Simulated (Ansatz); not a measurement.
One change: `[NH2][GaH][SiH3]` becomes `[NH2][GaH][AlH2]`.

Ansatz, PBE0-D4/def2-TZVP geometries, multiplicity 1. Each molecule was computed in one conformer, which needn't be the lowest.

Scalar relativity is left out up to krypton.

| property | `[NH2][GaH][SiH3]` |
| --- | --- |
| LUMO energy (PBE0/def2-TZVPP) / eV | -1.16 |
| HOMO–LUMO gap (PBE0/def2-TZVPP) / eV | 6.31 |
| HOMO energy (PBE0/def2-TZVPP) / eV | -7.47 |
| LUMO energy (B3LYP/def2-TZVPP) / eV | -1.38 |
| zero-point energy (PBE0-D4/def2-TZVP) / kJ/mol | 149.1 |
| HOMO–LUMO gap (ωB97M-V/def2-TZVPP) / eV | 10.23 |

**Question.** Give the same properties after the change, and the shifts. (Best estimate.)

**Answer.** The calculation gave: 
```tsv
property	`[NH2][GaH][AlH2]`	shift
LUMO energy (PBE0/def2-TZVPP) / eV	-2.01	-0.85
HOMO–LUMO gap (PBE0/def2-TZVPP) / eV	4.96	-1.35
HOMO energy (PBE0/def2-TZVPP) / eV	-6.97	0.50
LUMO energy (B3LYP/def2-TZVPP) / eV	-2.20	-0.82
zero-point energy (PBE0-D4/def2-TZVP) / kJ/mol	119.3	-29.8
HOMO–LUMO gap (ωB97M-V/def2-TZVPP) / eV	8.56	-1.67
```

With PBE0 the HOMO rises by 0.50 eV and the LUMO falls by 0.85 eV, so the gap narrows by about 1.35 eV. PBE moves the HOMO by 0.26 eV and ωB97M-V by 0.70 eV. The zero-point energy changes by -29.8 kJ/mol with -3 modes.

B3LYP here is the variant with VWN-RPA as its local correlation; programs differ in this.
